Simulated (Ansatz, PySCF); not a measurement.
PbI₃, SMILES [I][Pb-]([I])[I], charge -1. Atoms are numbered in the order given.

```xyz
4

Pb     0.0000     0.0000     0.8893
I      2.3222     1.3408    -0.4443
I     -2.3222     1.3408    -0.4443
I      0.0000    -2.6815    -0.4443
```
Charge -1, spin multiplicity 1.

Geometry: B3LYP-D3(BJ)/def2-SVPD. The isomer is the one that the SMILES or the coordinates give; other isomers of the formula were not compared. The def2 effective core potentials stand for the cores of I, Pb; spin–orbit coupling is left out.

Two levels are set side by side: PBE-D3(BJ)/def2-SVPD (Ansatz, an electronic-structure program) and B3LYP-D3(BJ)/def2-SVPD (Ansatz). Each level has its own optimised geometry; the coordinates shown are those of the second. Frequencies come from the Hessian of PySCF at each geometry. Differences are taken from unrounded values.

```json
[
 {"quantity": "mean bond length (Å)", "B3LYP-D3(BJ)": "2.995", "PBE-D3(BJ)": "2.987", "PBE-D3(BJ) minus B3LYP-D3(BJ)": "-0.008"},
 {"quantity": "bond Pb1–I2 (Å)", "B3LYP-D3(BJ)": "2.995", "PBE-D3(BJ)": "2.987", "PBE-D3(BJ) minus B3LYP-D3(BJ)": "-0.008"},
 {"quantity": "bond Pb1–I3 (Å)", "B3LYP-D3(BJ)": "2.995", "PBE-D3(BJ)": "2.987", "PBE-D3(BJ) minus B3LYP-D3(BJ)": "-0.008"},
 {"quantity": "bond Pb1–I4 (Å)", "B3LYP-D3(BJ)": "2.995", "PBE-D3(BJ)": "2.987", "PBE-D3(BJ) minus B3LYP-D3(BJ)": "-0.008"},
 {"quantity": "highest harmonic wavenumber (cm⁻¹)", "B3LYP-D3(BJ)": "131", "PBE-D3(BJ)": "130", "PBE-D3(BJ) minus B3LYP-D3(BJ)": "-1"},
 {"quantity": "mean harmonic wavenumber (cm⁻¹)", "B3LYP-D3(BJ)": "82", "PBE-D3(BJ)": "81", "PBE-D3(BJ) minus B3LYP-D3(BJ)": "-1"},
 {"quantity": "zero-point energy (kcal/mol)", "B3LYP-D3(BJ)": "0.70", "PBE-D3(BJ)": "0.69", "PBE-D3(BJ) minus B3LYP-D3(BJ)": "-0.01"}
]
```

On these quantities the two levels nearly agree.
